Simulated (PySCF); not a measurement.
Mn²⁺: ionisation energy

Mn²⁺ [Ar] 3d5 (6S) → Mn³⁺ [Ar] 3d4 (5D), as a difference of total energies. Calculation: PySCF 2.14, in aug-cc-pwCVTZ-DK (10s9p7d4f3g, 127 functions); the spin-free X2C one-electron Hamiltonian (Gaussian nucleus). Correlated levels: valence: [Ar] frozen; valence and next inner shell: [Ne] frozen; nothing frozen. The calculations carry no spin-orbit coupling.

Q: Order these methods by the ionisation energy they give, lowest first.
A. PBE
B. M06-L
C. wB97X-V
D. SCS-MP2 (all electrons)

A: D (33.333 eV), B (33.515 eV), C (33.552 eV), A (34.057 eV).

A first-order spin-orbit estimate (lowest level to lowest level, LS coupling) adds -0.078 eV.

Errors of the correlated levels include the incompleteness of this basis and the frozen core.

For comparison: 33.668 ± 0.012 eV (measured; NIST Atomic Spectra Database, ionization energies).
